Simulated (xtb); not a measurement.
C4H9, doublet, from a rough starting geometry; GFN2-xTB run with xtb.

Input for xtb:
```
$ xtb mol.xyz --gfn 2 --uhf 1 --opt vtight --json

# file mol.xyz
13

C     -0.04988679     1.53127164     0.24689135
C     -0.02566248     0.18764537    -0.38508269
C     -1.20063998    -0.65040183     0.17127099
C      1.28691571    -0.53127734    -0.11042513
H     -0.11113338     2.39171973    -0.26743184
H      0.09258275     1.55486657     1.31427317
H     -0.28568541     0.34009227    -1.46217501
H     -1.21515915    -1.63388335    -0.34716871
H     -2.14108140    -0.15459125     0.05318276
H     -1.06135577    -0.84405919     1.21757021
H      1.24565139    -1.47568374    -0.64040972
H      2.07816530     0.07509473    -0.55848871
H      1.43100744    -0.66396817     0.93743567
```

Write the output that xtb gives for this input, abridged.


```
   ID    Z sym.   atoms
    1    6 C      1-4
    2    1 H      5-13

           -------------------------------------------------
          |                Calculation Setup                |
           -------------------------------------------------

           -------------------------------------------------
          |                 G F N 2 - x T B                 |
           -------------------------------------------------

          ...................................................
          :                      SETUP                      :
          :.................................................:
          :  # basis functions                  25          :
          :  # atomic orbitals                  25          :
          :  # shells                           17          :
          :  # electrons                        25          :
          :  max. iterations                   250          :
          :  Hamiltonian                  GFN2-xTB          :
          :  restarted?                      false          :
          :  GBSA solvation                  false          :
          :  PC potential                    false          :
          :  electronic temp.          300.0000000     K    :
          :  accuracy                    1.0000000          :
          :  -> integral cutoff          0.2500000E+02      :
          :  -> integral neglect         0.1000000E-07      :
          :  -> SCF convergence          0.1000000E-05 Eh   :
          :  -> wf. convergence          0.1000000E-03 e    :
          :  Broyden damping             0.4000000          :
          :  net charge                          0          :
          :  unpaired electrons                  1          :
          ...................................................

 iter      E             dE          RMSdq      gap      omega  full diag
   1    -13.2417105 -0.132417E+02  0.311E+00   10.77       0.0  T
   2    -13.2726566 -0.309462E-01  0.180E+00   10.70       1.0  T
   3    -13.2734856 -0.828948E-03  0.792E-01   11.00       1.0  T
   4    -13.2736981 -0.212510E-03  0.158E-01   10.84       1.0  T
   5    -13.2737998 -0.101758E-03  0.553E-02   10.86       1.0  T
   6    -13.2738002 -0.401538E-06  0.193E-02   10.87       1.4  T
   7    -13.2738005 -0.286998E-06  0.178E-03   10.86      15.6  T
   8    -13.2738005 -0.377848E-08  0.393E-04   10.86      70.5  T
   9    -13.2738005 -0.492092E-09  0.165E-04   10.86     168.5  T

   *** convergence criteria satisfied after 9 iterations ***

         :::::::::::::::::::::::::::::::::::::::::::::::::::::
         ::                     SUMMARY                     ::
         :::::::::::::::::::::::::::::::::::::::::::::::::::::
         :: total energy             -13.057581955983 Eh    ::
         :: gradient norm              0.101843723380 Eh/a0 ::
         :: HOMO-LUMO gap             10.864019481690 eV    ::
         ::.................................................::
         :: SCC energy               -13.273794183522 Eh    ::
         :: -> isotropic ES            0.003587051458 Eh    ::
         :: -> anisotropic ES          0.004166032985 Eh    ::
         :: -> anisotropic XC          0.010072426796 Eh    ::
         :: -> dispersion             -0.005990756270 Eh    ::
         :: repulsion energy           0.216212227540 Eh    ::
         :: add. restraining           0.000000000000 Eh    ::
         :: total charge               0.000000000000 e     ::
         :::::::::::::::::::::::::::::::::::::::::::::::::::::

      -----------------------------------------------------------
     |                   =====================                   |
     |                        A N C O P T                        |
     |                   =====================                   |
     |               Approximate Normal Coordinate               |
     |                Rational Function Optimizer                |
[...]
 * total energy  :   -13.0656770 Eh     change        0.3384177E-04 Eh
 * total energy  :   -13.0657225 Eh     change       -0.4547655E-04 Eh
 * total energy  :   -13.0657261 Eh     change       -0.3619258E-05 Eh
 * total energy  :   -13.0657273 Eh     change       -0.1228288E-05 Eh
 * total energy  :   -13.0657289 Eh     change       -0.1574790E-05 Eh
 * total energy  :   -13.0657298 Eh     change       -0.8773990E-06 Eh
 * total energy  :   -13.0657308 Eh     change       -0.1076399E-05 Eh
 * total energy  :   -13.0657312 Eh     change       -0.3862972E-06 Eh
 * total energy  :   -13.0657314 Eh     change       -0.1373617E-06 Eh
 * total energy  :   -13.0657315 Eh     change       -0.1426278E-06 Eh
 * total energy  :   -13.0657317 Eh     change       -0.2312632E-06 Eh
 * total energy  :   -13.0657318 Eh     change       -0.6870859E-07 Eh
   *** GEOMETRY OPTIMIZATION CONVERGED AFTER 48 ITERATIONS ***
         :: total energy             -13.065731807177 Eh    ::
[...]
        16                          0.1246179               3.3910
        17                          0.1441684               3.9230
        18                          0.1688005               4.5933
        19                          0.2017810               5.4907
        20                          0.2185077               5.9459
        21                          0.2306271               6.2757
        22                          0.2496035               6.7921
        23                          0.2621012               7.1321
        24                          0.3193113               8.6889
        25                          0.3594609               9.7814
      -------------------------------------------------------------
                  HL-Gap            0.4019635 Eh           10.9380 eV
             Fermi-level           -0.2339617 Eh           -6.3664 eV

     #   Z          covCN         q      C6AA      α(0)
     1   6 C        2.841    -0.115    30.900     9.110
     2   6 C        3.849     0.004    20.474     6.436
     3   6 C        3.757    -0.106    22.587     6.776
     4   6 C        3.756    -0.102    22.502     6.764
     5   1 H        0.926     0.028     2.610     2.527
     6   1 H        0.926     0.034     2.535     2.490
     7   1 H        0.923     0.038     2.479     2.462
     8   1 H        0.925     0.033     2.545     2.495
     9   1 H        0.925     0.035     2.511     2.478
    10   1 H        0.925     0.038     2.470     2.458
    11   1 H        0.925     0.038     2.473     2.459
    12   1 H        0.925     0.037     2.496     2.470
    13   1 H        0.925     0.038     2.477     2.461

 Mol. C6AA /au·bohr⁶  :       1141.602347
 Mol. C8AA /au·bohr⁸  :      23912.614698
 Mol. α(0) /au        :         51.385997

Wiberg/Mayer (AO) data.
largest (>0.10) Wiberg bond orders for each atom

 ---------------------------------------------------------------------------
     #   Z sym  total        # sym  WBO       # sym  WBO       # sym  WBO
 ---------------------------------------------------------------------------
     1   6 C    3.181 --     2 C    1.091     5 H    0.985     6 H    0.985
     2   6 C    3.996 --     1 C    1.091     3 C    1.005     4 C    0.953
                             7 H    0.946
     3   6 C    3.997 --     2 C    1.005     9 H    0.987     8 H    0.987
                            10 H    0.987
     4   6 C    3.992 --    13 H    0.988    12 H    0.988    11 H    0.983
                             2 C    0.953
     5   1 H    0.999 --     1 C    0.985
     6   1 H    0.999 --     1 C    0.985
     7   1 H    0.998 --     2 C    0.946
     8   1 H    0.999 --     3 C    0.987
     9   1 H    0.999 --     3 C    0.987
    10   1 H    0.999 --     3 C    0.987
    11   1 H    0.999 --     4 C    0.983
    12   1 H    0.999 --     4 C    0.988
    13   1 H    0.999 --     4 C    0.988
 ---------------------------------------------------------------------------

Topologies differ in total number of bonds
Writing topology from bond orders to xtbtopo.mol

molecular dipole:
                 x           y           z       tot (Debye)
 q only:        0.031      -0.165      -0.052
   full:        0.062      -0.177      -0.047       0.491
molecular quadrupole (traceless):
                xx          xy          yy          xz          yz          zz
 q only:        0.254       0.040      -0.433      -0.175      -0.067       0.179
  q+dip:       -0.706       0.451      -0.434      -0.510       0.126       1.140
   full:       -0.169       0.283      -0.524      -0.294       0.013       0.692

optimized geometry written to: xtbopt.xyz

           -------------------------------------------------
          | TOTAL ENERGY              -13.065731807177 Eh   |
          | GRADIENT NORM               0.000033948358 Eh/α |
          | HOMO-LUMO GAP              10.937983639565 eV   |
           -------------------------------------------------
```
